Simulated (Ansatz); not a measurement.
A run for Ansatz (a quantum-chemistry and plane-wave program): R-wB97M-V/def2-TZVPP on CdH2 (SMILES [CdH2]), atoms moved off the minimum. Elements past Kr take the def2 small-core potentials; no spin–orbit coupling.

Ansatz 0.2 input:
```yaml
crystal:
  periodic: [false, false, false]
  atoms:
    - {symbol: Cd, position_ang: [0.04263703, -0.01784807, -0.06065255]}
    - {symbol: H, position_ang: [-0.11377663, 0.09160573, 1.66107290]}
    - {symbol: H, position_ang: [-0.03221511, -0.04952557, -1.72988698]}
basis:
  gaussian:
    orbitals: def2-TZVPP
hamiltonian:
  xc: {name: wB97M-V}
scf: {lower_state_search: off}
output: {forces: true}
```

The head of its log:

```
WARN ansatz: RAYON_NUM_THREADS=1 ignored (pool sized by the plan → 1); use --threads N
Functional definition: wB97M-V
these checks for a lower state are left out or cut short: stability, starts, cluster_reference, orbital_swaps, neighbouring_geometries, increment
integrals: 0.02 GiB planned
500 factors; their error is unknown
integrals: 0.06 GiB planned
102 factors; integrals over basis functions are off by at most 4.9e-5 eV
mean field: 0.26 GiB planned
mean field evaluation 1: about -4594.3707 eV, gradient 1.3e1 eV
mean field evaluation 2: about -4594.6290 eV, gradient 1.1e1 eV
```

Question: What total energy does the run end on?

Answer: -168.8561 hartree.
